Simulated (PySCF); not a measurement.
chloro(fluoromethyl)silane (CH4ClFSi), SMILES [SiH2](Cl)CF.

Coordinates come from a ωB97X-D3(BJ)/def2-SVP optimisation. Other conformers were not sampled.

The numbers are results of ωB97X-D3(BJ)/def2-SVP run with PySCF, not measurements.

Frequencies are harmonic and unscaled.

```
mode  ν (cm⁻¹)  IR (km/mol)   moving atoms (share of kinetic energy)
----  --------  -----------  ---------------------------------------
1           81          2.9         F 48 %, Cl 27 %, Si 11 %, H 10 %
2          167          0.4  H 33 %, C 24 %, F 18 %, Cl 16 %, Si 9 %
3          275         11.7          H 29 %, F 27 %, Si 23 %, C 17 %
4          551         60.0          Si 40 %, Cl 39 %, H 11 %, C 9 %
5          566         50.0                   H 55 %, Si 27 %, F 8 %
6          680          3.5                  H 51 %, C 30 %, Si 15 %
7          706         11.4                                   H 89 %
8          807         24.1                  H 60 %, C 27 %, Si 12 %
9          921        223.8                          H 80 %, Si 12 %
10         963        129.8                                   H 94 %
11        1102         63.0                   C 49 %, F 41 %, H 10 %
12        1251          7.2                                   H 91 %
13        1331          2.6                           H 71 %, C 27 %
14        1462          6.7                                   H 93 %
15        2277        102.7                                   H 97 %
16        2300         98.2                                   H 96 %
17        3058         15.4                                   H 95 %
18        3123         12.5                           H 90 %, C 10 %
```
